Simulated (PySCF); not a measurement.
## Two-component Hartree-Fock for Mg³⁺ (magnesium, charge +3)

Start: [He] 2s2 2p5; 2p1/2 filled at m_j = +1/2; 2p3/2 filled at m_j = -3/2, -1/2, +1/2, +3/2. Calculated with PySCF 2.14 in an even-tempered Gaussian basis (19 s from 0.21 bohr⁻², ratio 2.4; 12 p from 0.27 bohr⁻², ratio 2.4; 6 d from 3 bohr⁻², ratio 2.6; 5 f from 4.5 bohr⁻², ratio 2.6): generalised Hartree-Fock with the X2C-1e Hamiltonian and a Gaussian nucleus; one run each with spin-orbit coupling (SO) screened by Boettger's factors, then bare. This is a chosen level, not necessarily the ground level.

```
spinor shell  electrons  ε, screened SO (eV)  ε, bare SO (eV)  weight of nominal j (bare SO)  rms radius, bare SO (bohr)
       1s1/2          2              -1393.6          -1393.6                          1.000                       0.151
       2s1/2          2              -150.09          -150.10                          1.000                       0.728
       2p1/2          1              -114.87          -114.87                          0.915                       0.710
       2p3/2          4              -112.06          -112.06                          0.966                       0.717
```

| quantity | screened SO | bare SO |
| --- | --- | --- |
| E (hartree) | -196.24423 | -196.24292 |
| M_J | 1/2 | 1/2 |
| ⟨J²⟩ | 0.952 | 0.901 |
| ⟨L²⟩ | 2.002 | 2.002 |
| ⟨S²⟩ | 0.751 | 0.751 |

Each row is a mean over spinors that exchange with the open shell spreads, by up to 5.609 eV (2s1/2).

⟨J²⟩ departs a little from M_J(M_J + 1) because the unrestricted spinors polarise the closed shells.
